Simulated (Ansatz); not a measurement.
Born–Oppenheimer molecular dynamics of BrCl2H3Sn (7 atoms, charge 0, multiplicity 1). It starts at the highest image of a converged band. Of that band: Neighbouring images differ by up to 1.2 eV, so the band resolves the path poorly. A vibrational analysis at the climbing image gives one clearly imaginary mode, 600i cm⁻¹: a first-order saddle point.

Level of theory: RHF/def2-mTZVP in Ansatz.

```
ensemble                      : NVE (velocity Verlet)
time step                     : 0.5 fs
steps asked                   : 200
starting velocities drawn for : 100 K
seed                          : 9083
```

First frame:

```xyz
7
Properties=species:S:1:pos:R:3
Sn 0.022 -0.230 -0.054
Cl 1.014 0.387 2.416
H 1.512 0.234 -0.668
H -1.357 0.613 0.388
Cl -0.816 -1.525 -1.869
Br 0.251 -2.554 1.426
H 0.740 -1.411 2.335
```

Q: How far do the bonds stretch over the last three quarters of this one trajectory? (Pairs bonded in most of those frames.)

A: 
```csv
bond,mean (Å),spread (Å),shortest,longest
Sn1–H3,1.688,0.018,1.66,1.72
Sn1–H4,1.686,0.015,1.66,1.71
Sn1–Cl5,2.340,0.035,2.29,2.40
Sn1–Br6,2.564,0.164,2.31,2.77
Cl2–H7,1.315,0.107,1.15,1.48
```

Mean temperature of the second half: 1946 K. The conserved energy stayed within 0.8 meV per atom of its start (net change 0.21 meV per atom), so the integration is sound. The kinetic energy rose, since the run started high on the potential surface and went downhill. It ends in pieces (BrClH2Sn + ClH), so much of that is their flight and rotation, not heat. A run of 0.1 ps of so small a system gives no equilibrium averages. The orbitals stay closed-shell, which can raise the energy where a bond breaks towards radicals; this wasn't checked here.

Run time: 4.7 min on 4 threads of Arm Neoverse V2, with other jobs on the host, peak memory 0.35 GiB.
